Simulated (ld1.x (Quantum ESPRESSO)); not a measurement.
**Tc (Z = 43), TM: configuration errors across variants**

ld1.x (Quantum ESPRESSO) 7.5 input, shortened:

```
&input
   title='Tc', zed=43., rel=2, dft='PBE', iswitch=3,
   config='[Kr] 4d4 5s0 5p0', rel_dist='average'
 /
 &inputp
   pseudotype=2, tm=.true., lloc=-1, rcloc=1.25,
   nlcc=.true., rcore=1.05
 /
3
5S  1  0   0.00   0.00  1.95  1.95  0.0
4P  2  1   6.00   0.00  1.45  1.45  0.0
4D  3  2   4.00   0.00  2.25  2.25  0.0
 &test
   configts(1)='4p6 4d4 5s0 5p0'
 /
```

Open shells are filled in proportion to 2j + 1 (rel_dist='average').

All-electron excitation energies from the reference (eV): (1) 4p6 4d5 5s2 5p0 -51.708; (2) 4p6 4d5 5s1 5p0 -43.554; (3) 4p6 4d5 5s0 5p0 -28.703; (4) 4p5 4d5 5s2 5p0 -0.154; (5) 4p6 4d6 5s0 5p0 -45.541; (6) 4p6 4d4 5s2 5p1 -45.108; (7) 4p6 4d5 5s0 5p2 -44.005.

A true bound ghost makes a file unfit for plane-wave use even where its test errors are small: the radial tests pick states by their node count and pass the ghost by.

Errors AE − PS in meV (a dash: test not solved or not reliable):

```csv
change,(1),(2),(3),(4),(5),(6),(7),bound ghosts
base,+108,+50,-5.9,-98,-22,+84,+67,s
"all radii but the core radius scaled by about 0.87 (s 1.70, p 1.26, d 1.96 bohr); local potential all-electron potential smoothed inside 1.10 bohr (lloc = -1)",+101,+43,-10,+0.5,-30,+75,+63,s
"all radii but the core radius scaled by about 0.92 (s 1.80, p 1.34, d 2.08 bohr); local potential all-electron potential smoothed inside 1.16 bohr (lloc = -1)",+106,+46,-9.0,-26,-28,+82,+64,s
"all radii but the core radius scaled by about 1.05 (s 2.04, p 1.52, d 2.36 bohr); local potential all-electron potential smoothed inside 1.32 bohr (lloc = -1)",+96,+47,-2.3,-160,-16,+69,+62,s
"all radii but the core radius scaled by about 1.10 (s 2.16, p 1.60, d 2.48 bohr); local potential all-electron potential smoothed inside 1.38 bohr (lloc = -1)",+94,+51,+3.1,-220,-4.9,+65,+67,s
"all radii but the core radius scaled by about 1.23 (s 2.40, p 1.78, d 2.76 bohr); local potential all-electron potential smoothed inside 1.54 bohr (lloc = -1)",+70,+52,+27,-324,+48,+9.9,+34,s
"all radii but the core radius scaled by about 1.27 (s 2.48, p 1.84, d 2.86 bohr); local potential all-electron potential smoothed inside 1.58 bohr (lloc = -1)",+65,+53,+33,-357,+63,-17,+7.3,s
"all radii but the core radius scaled by about 1.39 (s 2.72, p 2.02, d 3.14 bohr); local potential all-electron potential smoothed inside 1.74 bohr (lloc = -1)",+30,+60,+80,-443,+182,+231,+484,s
```

(1) Give the same row for: all radii but the core radius scaled by about 0.75 (s 1.46, p 1.10, d 1.70 bohr); local potential all-electron potential smoothed inside 0.94 bohr (lloc = -1).

## Answers

(1) -50, -27, -11, +125, -29, +62, +73; bound ghosts: s.
